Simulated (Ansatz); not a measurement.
Basis-set series for `C[O][AlH][N](C)C`. Total charge 0; spin multiplicity 1. The geometry is a stationary point of PBE0-D4/def2-TZVP. It is one conformer, not always the lowest.

```json
{"functional": "PBE0-D4", "basis": "def2-SVP", "functions": "138", "energy (Eh)": "-492.13544", "HOMO (eV)": "-6.16", "LUMO (eV)": "0.27"}
{"functional": "PBE0-D4", "basis": "def2-QZVPP", "functions": "655", "energy (Eh)": "-492.52967", "HOMO (eV)": "-6.28", "LUMO (eV)": "-0.19"}
{"functional": "ωB97M-V", "basis": "def2-SVP", "functions": "138", "energy (Eh)": "-492.39044", "HOMO (eV)": "-8.43", "LUMO (eV)": "1.92"}
{"functional": "ωB97M-V", "basis": "def2-QZVPP", "functions": "655", "energy (Eh)": "-492.79624", "HOMO (eV)": "-8.58", "LUMO (eV)": "0.93"}
```

Q: Give the rows for def2-TZVPP. (Best estimate.)

A: Ansatz gave: 
```json
{"functional": "PBE0-D4", "basis": "def2-TZVPP", "functions": "337", "energy (Eh)": "-492.50705", "HOMO (eV)": "-6.26", "LUMO (eV)": "-0.01"}
{"functional": "ωB97M-V", "basis": "def2-TZVPP", "functions": "337", "energy (Eh)": "-492.77432", "HOMO (eV)": "-8.55", "LUMO (eV)": "1.50"}
```

Positive LUMOs are unbound and depend on the basis.
